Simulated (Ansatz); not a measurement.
Molecule: H$_{2}$S$_{2}$ (charge +1, doublet). 
Structure (B3LYP-D3(BJ)/def2-TZVP (Ansatz, a first-principles code) minimum search):
```xyz
4

S     -0.7941    -0.0207     0.6135
S      0.7941     0.0207    -0.6135
H     -1.6942     0.0045    -0.3999
H      1.6942    -0.0045     0.3999
```
Charge +1, spin multiplicity 2.

Question: Give the harmonic wavenumbers at B3LYP-D3(BJ)/def2-TZVP (Ansatz, finite differences of forces, unscaled).

Answer: 505, 587, 791, 1055, 2600, 2605 cm⁻¹. Zero-point energy 11.6 kcal/mol.

Question: From these and the geometry, give the ideal-gas thermochemistry at 298.15 K and 1 atm (rigid rotor, harmonic oscillator).

Answer: Point group C2h, rotational symmetry number 2. Rotational constants 142.5, 7.525, 7.148 GHz. S(trans) 38.49, S(rot) 19.89, S(vib) 1.41, S(elec, spin only) 1.38, S 61.2 cal/(mol K). H(298) - H(0) 2.68 kcal/mol; G - E(el) -3.9 kcal/mol.
